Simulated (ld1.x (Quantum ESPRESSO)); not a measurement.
## An all-electron radial function and its pseudo partner (Si)

Columns: radius, all-electron u(r) and pseudo u(r) of the 3s shell (level -11.01 eV) of silicon in the configuration [Ne] 3s1.75 3p2.25; PBE, scalar-relativistic, TM scheme, ld1.x (Quantum ESPRESSO) 7.5.

```csv
r (bohr),all-electron,pseudo
0.095,0.1335,0.0254
0.190,-0.1073,0.0517
0.285,-0.2847,0.0797
0.380,-0.3400,0.1103
0.475,-0.3001,0.1443
0.570,-0.2024,0.1827
0.665,-0.0764,0.2263
0.760,0.0580,0.2754
0.855,0.1883,0.3301
0.950,0.3074,0.3894
1.045,0.4117,0.4518
1.140,0.5000,0.5144
1.235,0.5724,0.5741
1.330,0.6301,0.6274
1.425,0.6743,0.6714
1.520,0.7061,0.7044
1.615,0.7266,0.7261
1.710,0.7374,0.7373
1.805,0.7397,0.7396
1.900,0.7348,0.7348
1.995,0.7239,0.7239
2.090,0.7083,0.7083
2.185,0.6888,0.6888
2.280,0.6663,0.6663
2.375,0.6416,0.6416
2.470,0.6153,0.6153
```

How many radial nodes do the two functions have?

The all-electron 3s function has n − l − 1 = 2; the pseudo-wave has 0, since the states of the same l below it are removed with the core.

At about which radius was the pseudo-wave matched?

1.90 bohr. The columns agree to 0.0005 from 1.71 bohr on; several derivatives are matched, so the curves merge somewhat inside the radius.

Where does each function peak?

Outermost all-electron maximum near 1.80 bohr, pseudo maximum near 1.80 bohr (to the table’s step).

Is the pseudo-wave norm-conserving?

Yes: the TM scheme keeps the norm inside the radius equal to the all-electron one, which fixes the energy derivative of the logarithmic derivative at the level.
